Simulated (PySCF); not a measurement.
H8NSi3, SMILES [SiH3]N([SiH3])[SiH2] (connectivity only; charge and spin as stated), charge +1, multiplicity 1.

Coordinates come from a PBE0-D3(BJ)/def2-SVP optimisation. The spin state was assumed, not searched. The isomer is the one that the SMILES or the coordinates give; other isomers of the formula were not compared.

The numbers are results of PySCF with PBE0-D3(BJ)/def2-SVP, not measurements.

Frequencies are harmonic and unscaled.

Computed harmonic wavenumbers and intensities:
```tsv
mode	ν (cm⁻¹)	IR (km/mol)	moving atoms (share of kinetic energy)
1	45	0.0	H 98 %
2	124	0.2	H 95 %
3	183	3.2	Si 71 %, H 21 %
4	210	0.4	Si 72 %, H 21 %
5	242	5.0	N 67 %, H 27 %
6	307	0.0	H 99 %
7	463	5.4	Si 86 %, H 10 %
8	613	5.9	H 80 %, Si 15 %
9	627	12.9	H 71 %, Si 19 %, N 10 %
10	659	0.0	H 91 %, Si 9 %
11	673	30.5	H 84 %, Si 12 %
12	695	2.9	H 80 %, Si 19 %
13	727	77.9	H 75 %, N 17 %, Si 8 %
14	856	529.1	N 44 %, H 39 %, Si 17 %
15	916	0.0	H 96 %
16	918	182.1	H 95 %
17	922	87.8	H 96 %
18	929	70.1	H 95 %
19	932	7.4	H 80 %, N 18 %
20	937	97.2	H 96 %
21	960	67.5	H 91 %
22	1134	219.7	N 73 %, Si 21 %
23	2273	38.9	H 99 %
24	2275	0.3	H 99 %
25	2298	15.9	H 96 %
26	2301	33.7	H 96 %
27	2302	29.8	H 97 %
28	2303	0.0	H 95 %
29	2307	68.6	H 95 %
30	2354	7.0	H 95 %
```
